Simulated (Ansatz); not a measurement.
```yaml
crystal:
  periodic: [false, false, false]
  atoms:
    - {symbol: C, position_ang: [-2.732393, 1.249945, 1.128476]}
    - {symbol: C, position_ang: [-1.918331, 0.461398, 0.599932]}
    - {symbol: C, position_ang: [-1.169579, 0.470420, 0.612534]}
    - {symbol: C, position_ang: [-0.681347, -0.246407, 0.071926]}
    - {symbol: N, position_ang: [0.289289, -0.162595, 0.076499]}
    - {symbol: C, position_ang: [0.646596, 0.367052, -0.535689]}
    - {symbol: C, position_ang: [1.460861, 0.754151, -0.335339]}
    - {symbol: C, position_ang: [2.240794, 0.189978, 0.188257]}
    - {symbol: C, position_ang: [1.584065, -0.639362, 0.635125]}
    - {symbol: C, position_ang: [0.767904, -0.653484, 0.496419]}
    - {symbol: H, position_ang: [-2.158683, 1.267007, 1.875193]}
    - {symbol: H, position_ang: [-3.003090, 1.001326, 1.107813]}
    - {symbol: H, position_ang: [-2.562373, 1.944225, 0.706169]}
    - {symbol: H, position_ang: [-2.442211, -0.193991, 0.774751]}
    - {symbol: H, position_ang: [-2.129988, 0.444655, -0.138743]}
    - {symbol: H, position_ang: [-0.909349, 0.559082, 1.345996]}
    - {symbol: H, position_ang: [-0.824117, 1.056409, 0.302379]}
    - {symbol: H, position_ang: [-0.739504, -0.795775, 0.408310]}
    - {symbol: H, position_ang: [-0.933576, -0.280247, -0.652202]}
    - {symbol: H, position_ang: [0.274957, 0.870629, -0.779612]}
    - {symbol: H, position_ang: [1.688564, 1.409897, -0.546216]}
    - {symbol: H, position_ang: [2.545635, 0.329308, 0.377671]}
    - {symbol: H, position_ang: [2.275827, -1.129746, 0.893815]}
    - {symbol: H, position_ang: [0.526664, -1.137763, 0.814957]}
    - {symbol: N, position_ang: [0.791661, -0.111900, -1.334626]}
    - {symbol: C, position_ang: [1.316557, -0.733288, -1.808288]}
    - {symbol: N, position_ang: [1.863747, -1.111926, -2.184996]}
    - {symbol: C, position_ang: [1.730682, -1.889725, -1.856276]}
    - {symbol: N, position_ang: [2.210764, -3.008021, -2.189822]}
basis:
  gaussian: {orbitals: aug-cc-pVDZ, nuclear_model: gaussian}
hamiltonian: {xc: {name: revPBE}, dispersion: d3bjatm}
output: {forces: true}
```

```sh
$ ansatz run in.yaml --threads 4 --pin off --events-out ev --progress --plain --max-ram 6963MiB
```

Q: Does this run fit into the memory that it is given?

A: No. It has 471 basis functions, and the program plans for 7 GiB where 7 GiB are given.
